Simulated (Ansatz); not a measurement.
Z-matrix (Å, degrees):
```
Si
O 1 1.633
H 1 1.493 2 110.9
H 1 1.488 2 110.7 3 120.0
H 1 1.486 2 109.1 3 -120.1
Sb 2 1.964 1 132.6 3 -18.8
H 6 1.714 2 93.4 1 150.3
H 6 1.716 2 94.6 1 -119.0
```

The species carries charge 0 and has multiplicity 1. Sb: def2 effective core potential.

(1) List the PBE0/def2-TZVPP orbital energies in eV (Ansatz 0.2.0). (An estimate is asked.)

Answers

(1) Ansatz gave: Occupied: -1802.79, -522.49, -157.41, -145.04, -109.02, -108.91, -108.80, -99.72, -99.69, -99.68, -36.68, -36.55, -36.45, -36.40, -36.32, -27.03, -16.69, -14.38, -11.54, -11.03, -10.93, -9.67, -9.03, -8.36, -7.52. Lowest empty: -1.42, -0.22, 0.71, 1.10, 1.94, 2.01, 2.23, 3.16.
